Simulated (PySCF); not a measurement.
C2H7BFNO, SMILES O(CB(N)F)C. The structure is a stationary point at r2SCAN-D4/def2-SVP. This is a generated structure with no PubChem entry under its InChIKey; it may be hypothetical. Other conformers were not sampled.

Computed equilibrium geometry at r2SCAN-D4/def2-SVP (PySCF confirms it by a frequency run) as a Z-matrix (one conformer of several):
```
C
H 1 1.1063
H 1 1.1114 2 105.31
O 1 1.4248 2 106.80 3 118.14
C 4 1.4022 1 112.19 2 -159.09
H 5 1.1002 4 107.84 1 -178.01
H 5 1.1100 6 108.46 4 121.19
H 5 1.1101 6 108.68 7 116.87
B 1 1.5851 2 108.68 3 -119.71
F 9 1.3476 1 119.41 2 72.81
N 9 1.3945 10 119.96 1 178.76
H 11 1.0123 9 124.30 10 -0.91
H 11 1.0134 12 115.73 9 176.13
```
Charge 0, spin multiplicity 1.
